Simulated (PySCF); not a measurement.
C$_{3}$H$_{8}$In, charge +1, singlet, at a GFN2-xTB geometry (such geometries of metal compounds can be far from the true shape) (all electrons, no relativity). Base run: MN15/STO-3G in PySCF.

Input for PySCF:
```python
from pyscf import gto, scf, dft

mol = gto.Mole()
mol.atom = '''
    In   -0.14303322    0.16745762    0.29110719
    C    -1.09249249    1.89793746    1.50229124
    H    -1.54241226    1.44894701    2.38702027
    H    -1.83657458    2.36452406    0.85781776
    H    -0.28530083    2.58339691    1.75830344
    C     0.83000804   -1.66749023   -0.88396617
    C     1.13265750   -1.31695098   -2.31055771
    H     0.06841118   -2.44178137   -0.77402478
    H     1.71816766   -1.87989848   -0.28596482
    H     1.86052149   -0.50666031   -2.39136025
    H     0.23226872   -1.05876347   -2.87245317
    H     1.57250842   -2.19616519   -2.79019491
'''
mol.basis = 'sto-3g'
mol.charge = 1
mol.verbose = 4
mol.build()

mf = dft.RKS(mol)
mf.xc = 'mn15'
mf.kernel()
mf.analyze()
```

Each row names what was changed in the base input (with any setting that the change needs).

```
change                                ΔE vs base (mEh)  grid points  electrons on the grid        outcome
------------------------------------  ----------------  -----------  ---------------------  -------------
base                                             0.000       142696               73.99999      converged
grids.level = 1                                 -0.284        43408               74.00000      converged
grids.atom_grid = (30, 110)                     14.534        29544               74.00762      converged
grids.atom_grid = (99, 590)                     -0.014       388488               74.00000      converged
grids.level = 2                                  0.553        90648               73.99999      converged
grids.prune = dft.gen_grid.sg1_prune                 -            -                      -  input refused
grids.atom_grid = (50, 194)                    -28.948        79168               74.00001      converged
grids.radi_method = delley                      -0.026       151576               73.99999      converged
grids.atom_grid = (150, 974)                    -0.013       970960               74.00000      converged
grids.level = 4                                 -0.009       243616               74.00000      converged
grids.level = 7                                 -0.013       751696               74.00000      converged
```

- grids.prune = dft.gen_grid.sg1_prune: ended with `IndexError: index 49 is out of bounds for axis 0 with size 19`
